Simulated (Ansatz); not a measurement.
Reaction (formal exchange of groups at the Al–N bond): `C=[N][AlH2]` + `BC=C` → `B[C](=C)[AlH2]` + `C=N`

Isolated molecules relaxed with PBE0-D4/def2-TZVP in Ansatz; ΔE leaves out vibrations. CCSD(T)/CBS adds triple-zeta CCSD(T) − MP2 to the extrapolated MP2 energy (def2 sets, frozen cores). This one scheme is used for every species. DFT in def2-TZVPP.

```csv
level,ΔE (kcal/mol),difference from CCSD(T)/CBS
LDA (SPW92),21.4,2.8
PBE-D4,19.6,1.0
PBE-QIDH,18.8,0.2
r2SCAN,21.1,2.5
r2SCAN0,20.4,1.8
CCSD/def2-SVP,19.6,1.0
CCSD(T)/def2-SVP,19.4,0.8
HF/def2-TZVPP,20.4,1.8
MP2/def2-QZVPP,19.0,0.4
HF/CBS(def2),20.5,1.9
CCSD(T)/CBS,18.6,0
```

Largest T1 diagnostic among the species: 0.015.

From PBE to PBE0 (25 % exact exchange), in def2-TZVPP and without D4, ΔE moves by −0.8 kcal/mol. At CCSD(T), def2-SVP lies +0.8 kcal/mol from the extrapolated value and def2-TZVPP −0.1 kcal/mol.
